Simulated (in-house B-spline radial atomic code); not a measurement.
Ionisation energies along the 38-electron series, configuration [Kr] 4d2, as differences of self-consistent energies. Dirac energy differences include first-order Breit, QED and recoil terms. NIST's values go from ground level to ground level; the uncertainty of those that are theory runs from under 0.1 % in few-electron ions to several per cent in heavy many-electron ones. Computed with a B-spline radial code for spherical atoms: Dirac-Hartree-Fock, average of the configuration, finite nuclei.

```
  ion  configuration after  ionisation energy (eV)  IE/(q+1)² (eV)  Breit and QED recoil part (eV)  tabulated value (eV)  computed minus tabulated (eV)
 Zr2+             [Kr] 4d1                    21.5          2.3918                        0.011116                 23.17                           -1.6
 Nb3+             [Kr] 4d1                    35.8          2.2376                        0.013191                37.611                           -1.8
 Mo4+             [Kr] 4d1                       ?               ?                               ?                     ?                              ?
 Tc5+             [Kr] 4d1                    71.0          1.9726                        0.013773                    72                           -1.0
 Ru6+             [Kr] 4d1                    91.7          1.8712                        0.012538                    93                           -1.3
 Rh7+             [Kr] 4d1                   114.3          1.7862                        0.010315                 115.1                           -0.8
 Pd8+             [Kr] 4d1                   138.9          1.7142                       0.0070897                   141                           -2.1
 Ag9+             [Kr] 4d1                   165.3          1.6526                        0.002827                   167                           -1.7
Cd10+             [Kr] 4d1                       ?               ?                               ?                     ?                              ?
In11+             [Kr] 4d1                   223.6          1.5529                      -0.0089601                   226                           -2.4
Sn12+             [Kr] 4d1                   255.5          1.5119                       -0.016578                   258                           -2.5
Sb13+             [Kr] 4d1                       ?               ?                               ?                     ?                              ?
Te14+             [Kr] 4d1                   324.7          1.4432                       -0.035516                   328                           -3.3
 I15+             [Kr] 4d1                   362.0          1.4141                       -0.046958                   365                           -3.0
```

Task: Fill in the row of Mo4+.

Result: ionisation energy (eV): 52.4; IE/(q+1)² (eV): 2.0941; Breit and QED recoil part (eV): 0.014012; tabulated value (eV): 54.417; computed minus tabulated (eV): -2.1.

Task: Fill in the row of Cd10+.

Result: ionisation energy (eV): 193.5; IE/(q+1)² (eV): 1.5993; Breit and QED recoil part (eV): -0.0025034; tabulated value (eV): 195; computed minus tabulated (eV): -1.5.

Task: Fill in the row of Sb13+.

Result: ionisation energy (eV): 289.2; IE/(q+1)² (eV): 1.4757; Breit and QED recoil part (eV): -0.02542; tabulated value (eV): 292; computed minus tabulated (eV): -2.8.

Where a p, d or f electron is removed, the computed value is a mean over both j, so it misses the tabulated one by a part of the spin-orbit splitting; averaging over terms and missing correlation add to the gap, relatively most at low charge.
